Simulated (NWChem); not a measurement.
Molecule: MgBrF; SMILES [Mg]([Br])[F]

```xyz
3

Mg    -0.0075     1.0753     0.0000
F     -0.1648     2.8211     0.0000
Br     0.2027    -1.2528     0.0000
```
Atoms are numbered in this order, from 1.

Geometry: optimised at PBE0/def2-SVP.

Question: List the 4 lowest vertical singlet excitations from PBE/def2-SVPD, TDA (NWChem).

Answer: 
```json
[
 {"state": "S1", "energy (eV)": "4.79", "oscillator strength": "0.034", "leading excitation (squared amplitude)": "HOMO−1 → LUMO (0.98)"},
 {"state": "S2", "energy (eV)": "4.79", "oscillator strength": "0.034", "leading excitation (squared amplitude)": "HOMO → LUMO (0.98)"},
 {"state": "S3", "energy (eV)": "5.93", "oscillator strength": "0.030", "leading excitation (squared amplitude)": "HOMO−2 → LUMO (1.00)"},
 {"state": "S4", "energy (eV)": "5.93", "oscillator strength": "0.030", "leading excitation (squared amplitude)": "HOMO−3 → LUMO (1.00)"}
]
```
